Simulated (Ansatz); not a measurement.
`NB(N)S` + `C=C(F)S` → `NBS` + `N/C=C(/F)S`  (formal exchange of groups at a B–N bond)

Program: Ansatz. Geometries: PBE0-D4/def2-TZVP. ΔE: electronic, gas phase. CCSD(T)/CBS is the MP2 limit (def2-TZVPP, def2-QZVPP) plus CCSD(T) − MP2 in def2-TZVPP, frozen cores. DFT in def2-TZVPP. B3LYP here is the variant with VWN-RPA as its local correlation; programs differ in this. One conformer a species, not always the lowest.

(1) Is it downhill or uphill in electronic energy at CCSD(T)/CBS, and by how much? (Estimate.)

(2) What do these levels give: LDA (SPW92), BLYP-D4, B3LYP-D4, r2SCANh-D4, r2SCAN0-D4, ωB97M-V, B2PLYP, CAM-B3LYP, LC-ωPBE, SCS-MP2/def2-TZVPP, SCS-MP2/def2-QZVPP, CCSD/CBS(def2)? (Estimate.)

Largest T1 diagnostic among the species: 0.013.

Results:

(1) Computed: Uphill: ΔE = +29.2 kcal/mol.

(2) The calculation gave: LDA (SPW92) 24.4, BLYP-D4 26.1, B3LYP-D4 27.4, r2SCANh-D4 28.0, r2SCAN0-D4 28.4, ωB97M-V 28.4, B2PLYP 28.2, CAM-B3LYP 28.0, LC-ωPBE 27.7, SCS-MP2/def2-TZVPP 29.4, SCS-MP2/def2-QZVPP 29.6, CCSD/CBS(def2) 29.9 kcal/mol.

From BLYP to BHLYP (50 % exact exchange), in def2-TZVPP and without D4, ΔE moves by +3.1 kcal/mol. At CCSD(T), def2-SVP lies −3.0 kcal/mol from the extrapolated value and def2-TZVPP −0.3 kcal/mol. In def2-TZVPP, CCSD(T) changes the Hartree–Fock value by −2.0 kcal/mol (the triples alone add −0.7 kcal/mol) and MP2 by −1.3 kcal/mol.
